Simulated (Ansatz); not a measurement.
Stepwise reaction of `BO` with hydrogen fluoride, as a gas-phase model of exchange steps in deposition or etching. ΔE in kJ/mol; ΔG adds harmonic PBE0-D4 terms to CCSD(T)/CBS, at 1 bar.

Isolated molecules relaxed with PBE0-D4/def2-TZVP in Ansatz; ΔE leaves out vibrations. CBS: MP2 limit from def2 TZ/QZ plus the TZ coupled-cluster correction, frozen cores. This one scheme is used for every species. Functionals use def2-TZVPP. B3LYP here is the variant with VWN-RPA as its local correlation; programs differ in this. One conformer a species, not always the lowest.

```csv
step,reaction,PBE-D4,B3LYP-D4,ωB97M-V,CCSD(T)/CBS,ΔG(400 K)
1,`BO` + H–F → `OBF` + H₂,-135.6,-138.6,-138.0,-130.9,-133.7
```

(1) Give the row of step 2, `OBF` + H–F → `OB(F)F` + H₂. (Estimate.)

(2) By hand: ΔE of the 2 steps together at CCSD(T)/CBS.

## Answers

(1) The calculation gave: 
```tsv
step	reaction	PBE-D4	B3LYP-D4	ωB97M-V	CCSD(T)/CBS	ΔG(400 K)
2	`OBF` + H–F → `OB(F)F` + H₂	-114.1	-118.9	-119.4	-112.9	-115.3
```

(2) (-130.9) + (-112.9) = -243.8 kJ/mol, or -121.9 kJ/mol a step.

In ΔE each step is higher than the one before. All are downhill at CCSD(T)/CBS. ΔG lies between -133.7 and -115.3 kJ/mol a step. PBE-D4 differs from CCSD(T)/CBS by -4.7 to -1.2 kJ/mol a step. Isolated molecules leave out the surface, adducts and barriers. Largest T1 diagnostic: 0.014.
